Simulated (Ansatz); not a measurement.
A structure relaxed at PBE0-D4/def2-TZVP, charge 0, multiplicity 1:

Cartesian coordinates in Å:
```
B -1.624 -1.245 0.139
O -0.319 -0.959 0.287
Si 0.679 0.126 -0.488
N 1.254 1.377 0.506
H -2.282 -0.665 -0.688
H -2.107 -2.085 0.847
H -0.096 0.732 -1.597
H 1.838 -0.672 -0.942
H 1.975 1.220 1.191
H 0.682 2.170 0.743
```

Give its formula and SMILES.

BH6NOSi, `BO[SiH2]N`.

Summarise the bond lengths by kind.

1 × B–O 1.344 Å; 2 × B–H 1.200 to 1.205 Å; 1 × O–Si 1.666 Å; 1 × N–Si 1.699 Å; 2 × H–Si 1.479 to 1.483 Å; 2 × H–N 1.006 Å.

Program: Ansatz 0.2.0.
